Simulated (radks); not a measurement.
Values are calculated unless marked as measured or tabulated.
Sc III, configuration [Ar] 3d1. Code: a radial shooting solver on a logarithmic mesh with Libxc functionals. Model: scalar-relativistic Kohn-Sham, LDA (Slater exchange, Perdew-Wang correlation), spin-polarised, spherical densities, finite nucleus; open shells are filled with parallel spins first; Fermi nuclear charge, rms radius 3.5459 fm.

Normalised radial functions P(r) = r R(r), r in bohr:

```
   r/bohr * 3s up, o 3d up (the largest magnitude, 1.07, reaches the edge; | marks zero, & curves that meet)
 0.006428                             o  *
 0.008237                             o   *
  0.01056                             o   *
  0.01353                             o    *
  0.01733                             o     *
  0.02221                             o      *
  0.02846                             o       *
  0.03648                             o       *
  0.04674                             o      *
   0.0599                             o     *
  0.07676                             o   *
  0.09836                             *o
    0.126                        *    |o
   0.1615                   *         | o
    0.207               *             |  o
   0.2652               *             |    o
   0.3399                    *        |       o
   0.4356                             |*         o
   0.5582                             |            *o
   0.7153                             |                o     *
   0.9166                             |                  o       *
    1.175                             |                  o    *
    1.505                             |                *o
    1.929                             |        *     o
    2.472                             |  *       o
    3.167                             |*     o
    4.059                             *  o
    5.201                             *o
```

3s up: eigenvalue -70.545 eV, 2 radial nodes at r = 0.0962, 0.425 bohr, <r> = 1.08 bohr, 90 % of the charge inside 1.61 bohr. 3d up: eigenvalue -18.492 eV, 0 radial nodes, <r> = 1.55 bohr, 90 % of the charge inside 2.63 bohr.
